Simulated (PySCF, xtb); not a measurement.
Al(OH)3 (AlH3O3), SMILES [OH][Al]([OH])[OH].

GFN2-xTB (xtb) at its own geometry gives an orbital gap of 5.89 eV and a dipole moment of 0.00 D.

Geometry optimised at r2SCAN-D4/def2-SVP. The isomer is the one that the SMILES or the coordinates give; other isomers of the formula were not compared. Other conformers were not sampled.

What does r2SCAN/def2-TZVPD in PySCF give? (An estimate is asked for; the answer gives what the named calculation found.)

gap 6.63 eV (levels -7.76 and -1.13 eV), dipole 0.00 D.
